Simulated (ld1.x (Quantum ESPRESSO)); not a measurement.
**Before and after: PAW potential for germanium**

ld1.x (Quantum ESPRESSO) 7.5 input, shortened:

```
&input
   title='Ge', zed=32., rel=1, dft='PZ', iswitch=3,
   config='[Ar] 3d10 4s2 4p1 4d-2'
 /
 &inputp
   pseudotype=3, lpaw=.true., tm=.true., lloc=-1, rcloc=1.85,
   nlcc=.true., new_core_ps=.true.,
   which_augfun='PSQ', rmatch_augfun_nc=.true.
 /
6
4S  1  0   2.00   0.00  1.55  2.00  0.0
4S  1  0   0.00  -1.15  1.55  2.00  0.0
4P  2  1   1.00   0.00  1.65  1.80  0.0
4P  2  1   0.00   0.35  1.65  1.80  0.0
4D  3  2  -2.00  -0.15  1.40  1.85  0.0
4D  3  2  -2.00   2.20  1.40  1.85  0.0
 &test
   configts(1)='4s2 4p1'
 /
```

Change: all radii but the core radius scaled by about 0.87 (s 1.74, p 1.56, d 1.60 bohr, rcut 1.34/1.44/1.22); local potential all-electron potential smoothed inside 1.60 bohr (lloc = -1).

Cutoffs: the cutoffs (Ry, on a coarse ladder) from which the occupation-weighted sum of valence levels, in a spherical-Bessel basis at the reference potential, stays within 10 and 1 mRy of its value at 400 Ry; they do not see the model core or the augmentation charge, which bear on the density cutoff. Errors are all-electron minus pseudo energies relative to the spin-unpolarised reference configuration.

Q: How do hardness, ghosts and transferability respond?

A: The potential gets harder (6 Ry and 8 Ry → 12 Ry and 25 Ry); both files keep a bound ghost (d); the p channel binds one level more than in the base; the number of tests with a reliable result goes from 9 to 3 (the test run of the changed file stopped, so its transferability is not established); the errors of the 3 common tests hardly move. A smaller radius makes the pseudo-wave follow the all-electron one further in, where it bends more sharply, so more plane waves are needed.

| quantity | base | changed |
| --- | --- | --- |
| cutoff, loose | 6 Ry | 12 Ry |
| cutoff, tight | 8 Ry | 25 Ry |
| loose cutoff by channel (10 mRy a level) | s 6 Ry, p 6 Ry | s 8 Ry, p 6 Ry |
| bound ghosts | d | d |
| tests with a reliable result | 9 of 9 | 3 of 9 (the test run stopped) |
| error for 4s2 4p2, meV [ΔE -7.64 eV] | -4.9 | -4.5 |
| error for 4s2 4p0, meV [ΔE 15.72 eV] | -26 | -26 |
| error for 4s1 4p0, meV [ΔE 50.93 eV] | -247 | -248 |
| lowest overlap eigenvalue by channel | s 0.38, p 0.62, d 0.90 | s 0.40, p 0.69, d 0.88 |

 A true bound ghost makes a file unfit for plane-wave use even where its test errors are small: the radial tests pick states by their node count and pass the ghost by.
